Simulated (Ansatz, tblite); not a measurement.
Removing and adding an electron: the cluster Ge3F5 (the lowest doublet isomer of a short search). Total charge 0; doublet. Geometry: r2SCAN-D4/def2-SVP. Ansatz, gas phase; energy differences of separate SCF runs; the oxidised species is a singlet (the triplet lies 1.85 eV higher at PBE0-D4/def2-TZVP); the reduced species is a singlet (the triplet lies 1.87 eV higher at PBE0-D4/def2-TZVP).

```xyz
8

Ge    1.3404    1.1826   -0.4839
Ge   -1.9311    0.2893   -0.5547
Ge    0.1312   -0.9803    0.5138
F     1.5257    1.9304    1.0928
F    -0.5781    1.7200   -0.5460
F    -1.2424   -0.2796   -2.0843
F     0.4576   -2.5542   -0.1544
F     0.2966   -1.3082    2.2167
```

The xTB rows come from tblite. The structure comes from a short search, and lower isomers may exist.

```json
{"level": "GFN1-xTB", "−HOMO (eV)": "–", "vertical IE (eV)": "11.78", "−LUMO (eV)": "–", "vertical EA (eV)": "6.84", "HOMO–LUMO gap (eV)": "–", "IE − EA (eV)": "4.94", "remarks": "–"}
{"level": "GFN2-xTB", "−HOMO (eV)": "–", "vertical IE (eV)": "12.41", "−LUMO (eV)": "–", "vertical EA (eV)": "6.47", "HOMO–LUMO gap (eV)": "–", "IE − EA (eV)": "5.94", "remarks": "–"}
{"level": "PBE-D4/def2-TZVP", "−HOMO (eV)": "5.48", "vertical IE (eV)": "8.03", "−LUMO (eV)": "4.83", "vertical EA (eV)": "2.40", "HOMO–LUMO gap (eV)": "0.65", "IE − EA (eV)": "5.62", "remarks": "HOMO above zero (-1 singlet)"}
```

Estimate the rows for LDA (SPW92)/def2-TZVP, PBE0-D4/def2-TZVP.


```json
{"level": "LDA (SPW92)/def2-TZVP", "−HOMO (eV)": "5.63", "vertical IE (eV)": "8.23", "−LUMO (eV)": "5.19", "vertical EA (eV)": "2.67", "HOMO–LUMO gap (eV)": "0.45", "IE − EA (eV)": "5.56"}
{"level": "PBE0-D4/def2-TZVP", "−HOMO (eV)": "6.53", "vertical IE (eV)": "8.34", "−LUMO (eV)": "4.27", "vertical EA (eV)": "2.59", "HOMO–LUMO gap (eV)": "2.26", "IE − EA (eV)": "5.76"}
```

   A HOMO above zero means that the electron is unbound at that level or that self-interaction error raises the level; the energy of removing that electron tells which. HOMO and LUMO are the levels of the spin that leaves or enters (xTB has no such levels and no spin-polarisation term). Other spin states of the ions may lie lower, which would lower the ionisation energy or raise the affinity. Raw xTB energy differences between charge states are shifted by several eV; the methods need an empirical correction for them. Sets without diffuse functions give affinities that are too small.
